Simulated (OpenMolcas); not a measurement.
Tm2+: ligand-field states by method

Tm2+ with 7 ligands (fluoride) in pentagonal bipyramidal coordination (D5h) at 2.53 Å, the axial distance 2.353 Å. A charge of +0.714 e stands 3.2 Å behind each ligand. Ligand basis ANO-RCC-VDZP.
```
Tm    0.0000    0.0000    0.0000
F     2.5300    0.0000    0.0000
F     0.7818    2.4062    0.0000
F    -2.0468    1.4871    0.0000
F    -2.0468   -1.4871    0.0000
F     0.7818   -2.4062    0.0000
F     0.0000    0.0000    2.3529
F     0.0000    0.0000   -2.3529
```

| Property | Result |
| --- | --- |
| Program | OpenMolcas 26.06 |
| Basis | ANO-RCC-VDZP [7s6p4d2f1g] |
| Scalar Hamiltonian | DKH2, point nucleus |
| Active space | 13 electrons in 7 orbitals (4f) |
| State averaging | 2S+1 = 2 odd, 7 roots |
| Spin-orbit coupling | RASSI with atomic mean-field integrals over the reference wave functions |

I. CASSCF
II. SS-CASPT2, IPEA 0.25 Eh, imaginary shift 0.1 Eh (closed shells correlated: 5s 5p and the ligand valence shells)

Spin-free states in cm-1, each column counted from its own energy of the first state listed:

```tsv
State	Degeneracy	I	II
2S+1 = 2	1	0	0
2S+1 = 2	2	134	130
2S+1 = 2	2	192	200
2S+1 = 2	2	357	500
```

With spin-orbit coupling the lowest J multiplet is 249 (I), 368 (II) cm-1 wide, a factor of 1.48 from I to II.

χT at 300 K: I 2.52, II 2.47 cm3 K/mol.

Over all roots computed the reference weight is 0.64 in II; a low but even weight reflects the number of correlated electrons. Without dynamic correlation the ligand-field splitting of an f shell can come out too small, at times by half (holds for I). Splittings of an f shell from a small cluster at a set distance can be off by tens of per cent, mostly too small (holds for II). The distance lies 5 % over the 2.4 Å that this model takes as the normal distance (a Shannon-type radius plus a fixed donor radius); by an R⁻⁵ law this alone changes a d-shell field by about -23 %. No measured value stands beside these numbers; the geometry was imposed, not optimised, and the real ion may take another.
